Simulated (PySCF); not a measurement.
C₃H₄ClF, SMILES F[C@@H]1C[C@H]1Cl. Geometry optimised at PBE-D3(BJ)/def2-SVP.

Level of theory: PBE-D3(BJ)/def2-SVP run with PySCF.

Harmonic wavenumbers (cm⁻¹): 220, 254, 353, 426, 676, 794, 885, 941, 960, 1002, 1036, 1047, 1148, 1184, 1227, 1336, 1419, 3070, 3090, 3117, 3173. Rotational constants (GHz): 10.47, 2.161, 1.944; symmetry number 1.

Question: Work out the zero-point energy and the ideal-gas rigid-rotor harmonic-oscillator thermochemistry at 298.15 K and 1 atm.

Answer: ZPE = ½ Σ hcν = ½ × 27359 cm⁻¹ = 39.11 kcal/mol. H − E(el) = 42.84 kcal/mol. Entropy in cal/(mol K): translation 39.55, rotation 26.39, vibration 7.03, total 72.97. G − E(el) = 21.09 kcal/mol. Cp = 19.34 cal/(mol K).
